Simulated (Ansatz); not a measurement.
Reaction (SMILES): FSF → F atom + [S]F (F-S)
B3LYP-D3(BJ)/def2-TZVP geometries, fixed; electronic energies without zero-point terms.
Largest species:
```
S
F 1 1.6052
F 1 1.6052 2 98.75
```

Basis-set convergence of the bond dissociation energy at PBE with Ansatz (a first-principles code). Cartesian d functions, on some or all atoms, in 6-31G**, 6-311G**; all else is spherical. The program fits the integrals of some runs and decomposes those of others, by size. Open shells are unrestricted. No added dispersion term, no relativity. Functions are those of the species that has most. Reference: the value in aug-cc-pV(5+d)Z, 97.63 kcal/mol, itself unsure by roughly 0.08 kcal/mol (its mean distance from pcseg-4, aug-pcseg-3, aug-cc-pV(Q+d)Z). Deviations are taken from unrounded values.

| basis | functions | bond dissociation energy (kcal/mol) | minus reference (kcal/mol) |
|---|---|---|---|
| 3-21G | 31 | 72.62 | -25.01 |
| def2-SVP | 46 | 91.89 | -5.74 |
| 6-31G** | 49 | 93.39 | -4.24 |
| cc-pV(D+d)Z | 51 | 92.01 | -5.61 |
| 6-311G** | 63 | 87.83 | -9.80 |
| aug-pcseg-1 | 73 | 90.63 | -7.00 |
| def2-SVPD | 73 | 91.80 | -5.83 |
| pcseg-2 | 94 | 96.14 | -1.49 |
| def2-TZVPD | 126 | 96.84 | -0.79 |
| aug-pcseg-2 | 142 | 96.97 | -0.66 |
| aug-cc-pV(T+d)Z | 147 | 96.98 | -0.65 |
| def2-QZVPP | 184 | 97.36 | -0.27 |
| aug-cc-pV(5+d)Z | 390 | 97.63 | 0.00 |

The smallest set listed that lies within 0.5 kcal/mol of the reference with all its larger relatives (same family, alike in diffuse functions; a set with none counts only in the reference's own line) is aug-cc-pV(5+d)Z (390 functions, 0.00 kcal/mol off). Inside, with no larger relative to test it: def2-QZVPP.
